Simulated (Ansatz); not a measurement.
Start from `N[SiH2]SS` and change one atom or group to get `C[SiH2]SS`.

Ansatz, PBE0-D4/def2-TZVP geometries, multiplicity 1. Each molecule was computed in one conformer, which needn't be the lowest.

```json
{"property": "HOMO–LUMO gap (B3LYP/def2-TZVPP) / eV", "`N[SiH2]SS`": "5.60"}
{"property": "LUMO energy (PBE0/def2-TZVPP) / eV", "`N[SiH2]SS`": "-0.98"}
{"property": "size of the dipole moment (PBE/def2-TZVPP) / D", "`N[SiH2]SS`": "2.39"}
{"property": "LUMO energy (PBE/def2-TZVPP) / eV", "`N[SiH2]SS`": "-1.96"}
{"property": "ideal-gas entropy at 298 K and 1 bar (rigid rotor, harmonic PBE0-D4/def2-TZVP) / J/(mol·K)", "`N[SiH2]SS`": "347"}
{"property": "HOMO–LUMO gap (PBE0/def2-TZVPP) / eV", "`N[SiH2]SS`": "6.05"}
```

(1) What does the change do to each property? (An estimate is asked.)

Results:

(1) Ansatz gave: 
```json
{"property": "HOMO–LUMO gap (B3LYP/def2-TZVPP) / eV", "`C[SiH2]SS`": "5.65", "shift": "0.05"}
{"property": "LUMO energy (PBE0/def2-TZVPP) / eV", "`C[SiH2]SS`": "-1.05", "shift": "-0.07"}
{"property": "size of the dipole moment (PBE/def2-TZVPP) / D", "`C[SiH2]SS`": "1.38", "shift": "-1.01"}
{"property": "LUMO energy (PBE/def2-TZVPP) / eV", "`C[SiH2]SS`": "-2.04", "shift": "-0.08"}
{"property": "ideal-gas entropy at 298 K and 1 bar (rigid rotor, harmonic PBE0-D4/def2-TZVP) / J/(mol·K)", "`C[SiH2]SS`": "351", "shift": "4"}
{"property": "HOMO–LUMO gap (PBE0/def2-TZVPP) / eV", "`C[SiH2]SS`": "6.11", "shift": "0.06"}
```

With PBE0 the HOMO falls by 0.12 eV and the LUMO falls by 0.07 eV, so the gap widens by about 0.05 eV. PBE moves the HOMO by -0.13 eV and ωB97M-V by -0.12 eV. The zero-point energy changes by 27.0 kJ/mol with +3 modes. Dipoles are sizes alone; their direction can turn.

B3LYP here is the variant with VWN-RPA as its local correlation; programs differ in this.
